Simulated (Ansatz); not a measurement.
Geometry optimisation, UKS B3LYP/def2-SVP in Ansatz.

The input (input.yaml):

```yaml
crystal:
  periodic: [false, false, false]
  atoms:
    - { symbol: B, position_ang: [0.086193, -0.07081, -0.331527] }
    - { symbol: H, position_ang: [-0.001748, -0.466377, 2.015533] }
    - { symbol: "N", position_ang: [1.315992, 0.072132, -0.979675] }
    - { symbol: H, position_ang: [2.198498, -0.11433, -0.523] }
    - { symbol: H, position_ang: [1.417083, 0.389576, -1.941156] }
    - { symbol: "N", position_ang: [-1.21871, 0.125392, -0.789938] }
    - { symbol: H, position_ang: [-2.030357, 0.00976, -0.197314] }
    - { symbol: H, position_ang: [-1.448379, 0.425445, -1.734998] }
    - { symbol: Cl, position_ang: [-0.318571, -0.370787, 3.322075] }
magnetization:
  spin_polarized: true
  initial_magnetization: 1
basis:
  gaussian: { orbitals: def2-SVP }
hamiltonian:
  xc: b3lyp
relax:
  f_tol: 0.03
  max_steps: 50
```

Run as:

```bash
$ ansatz run input.yaml --threads 2 --pin off --max-ram 3072MiB --backend cpu --events-out ev --progress --plain --runs-dir out
```

Task: Where does it end, and by what steps?

Result: It converged. After 11 steps the energy has fallen by 0.460 eV; H2 moved furthest, 1.05 Å. Parted: H2–Cl9 (1.35 → 1.84 Å). Joined: B1–H2 (2.38 → 1.28 Å).

| step | energy less start (eV) | largest force component (eV/Å) | accepted |
| --- | --- | --- | --- |
| 0 | 0.0000 | 0.736 | yes |
| 1 | -0.0664 | 0.197 | yes |
| 2 | -0.1108 | 0.931 | yes |
| 3 | -0.1510 | 1.429 | yes |
| 4 | -0.2498 | 1.540 | yes |
| 5 | -0.3861 | 0.701 | yes |
| 6 | -0.4326 | 0.517 | yes |
| 7 | -0.4151 | 0.853 | no |
| 8 | -0.4529 | 0.285 | yes |
| 9 | -0.4549 | 0.144 | yes |
| 10 | -0.4593 | 0.032 | yes |
| 11 | -0.4596 | 0.009 | yes |

```xyz
9
Properties=species:S:1:pos:R:3
B -0.017 0.133 -0.071
H -0.007 0.194 1.203
N 1.244 0.065 -0.681
H 2.094 -0.013 -0.138
H 1.392 0.031 -1.683
N -1.281 0.161 -0.676
H -2.135 0.196 -0.135
H -1.433 0.108 -1.677
Cl 0.143 -0.875 2.696
```

Whether the end is a true minimum wasn't checked by a vibrational analysis.

Time of the run: 35 s on 2 threads of Arm Neoverse V1, with other jobs on the host, peak memory 0.21 GiB.
